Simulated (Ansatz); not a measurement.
This geometry of C$_{3}$H$_{11}$FSi$_{2}$ (17 atoms, charge 0, multiplicity 1) is a first-order saddle point.

Computed with RKS PBE-D4/6-31G* (Ansatz 0.2.0).

```xyz
17
Properties=species:S:1:pos:R:3
C -1.300 -1.076 -0.316
C -0.021 -0.698 0.424
C 0.852 -1.929 0.752
F -0.431 -0.103 1.668
Si 0.971 0.717 -0.436
Si -0.282 2.700 -0.397
H -1.872 -1.812 0.277
H -1.061 -1.532 -1.293
H -1.945 -0.199 -0.490
H 0.423 -2.856 0.335
H 1.890 -1.841 0.387
H 0.895 -2.032 1.848
H 2.265 0.904 0.304
H 1.310 0.314 -1.848
H -1.631 2.478 -1.020
H 0.410 3.790 -1.165
H -0.492 3.173 1.010
```

(1) Which two structures does it join? (They come from a converged band through this point; their orientation in space is the band's.)

(2) How far does it lie above each of them?

Answers

(1) No bond is made or broken. The dihedral Si5–C2–C3–H11 goes from 56 to -65°. The two ends are copies of one structure, up to a mirror image or an exchange of like atoms.

Image 0:

```xyz
17
Properties=species:S:1:pos:R:3
C -1.307 -1.099 -0.295
C -0.023 -0.680 0.414
C 0.838 -1.876 0.809
F -0.409 -0.022 1.631
Si 0.963 0.680 -0.545
Si -0.242 2.685 -0.375
H -1.885 -1.784 0.352
H -1.079 -1.623 -1.238
H -1.944 -0.229 -0.528
H 1.196 -2.412 -0.086
H 1.715 -1.558 1.396
H 0.247 -2.583 1.421
H 2.322 0.826 0.081
H 1.162 0.273 -1.982
H -1.689 2.440 -0.695
H 0.274 3.720 -1.334
H -0.157 3.242 1.014
```

Image 6:

```xyz
17
Properties=species:S:1:pos:R:3
C -1.266 -1.112 -0.403
C -0.037 -0.690 0.397
C 0.818 -1.881 0.818
F -0.514 -0.070 1.601
Si 0.985 0.708 -0.466
Si -0.265 2.689 -0.329
H -1.870 -1.825 0.186
H -0.969 -1.605 -1.344
H -1.903 -0.247 -0.652
H 0.202 -2.612 1.374
H 1.242 -2.390 -0.064
H 1.650 -1.564 1.468
H 2.298 0.864 0.250
H 1.284 0.334 -1.894
H -1.691 2.423 -0.723
H 0.277 3.749 -1.246
H -0.262 3.229 1.070
```

(2) 14.6 kJ/mol above the first and 14.5 kJ/mol above the second. This is the barrier of this one path; another mechanism may lie lower.

Time of the run: 80 s on 2 threads of Intel(R) Xeon(R) Platinum 8488C (Sapphire Rapids) (shared host), peak memory 0.21 GiB.
